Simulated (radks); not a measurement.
Values are calculated unless marked as measured or tabulated.
Species: Sn43+. Configuration: [He] 2s2 2p3. Code: a radial shooting solver on a logarithmic mesh with Libxc functionals. Model: scalar-relativistic Kohn-Sham, r2SCAN, spin-polarised, spherical densities, finite nucleus; open shells are filled with parallel spins first (spin-orbit coupling, left out, can overturn this in heavy ions); meta-GGA in the generalised Kohn-Sham scheme; Fermi nuclear charge, rms radius 4.6519 fm. Some entries of the table are withheld. Estimate them.

| orbital | occ. | eigenvalue (eV) | <r> (bohr) |
|---|---|---|---|
| 1s up | 1 | -32571.36 | 0.02900 |
| 1s down | 1 | -32522.89 | 0.02894 |
| 2s up | 1 | -7460.793 | (1) |
| 2s down | 1 | -7386.308 | (2) |
| 2p up | 3 | -7092.864 | 0.1040 |
| 2p down | 0 | -6997.968 | 0.1047 |

Answer. 
(1) 2s up <r> (bohr): 0.1203
(2) 2s down <r> (bohr): 0.1209
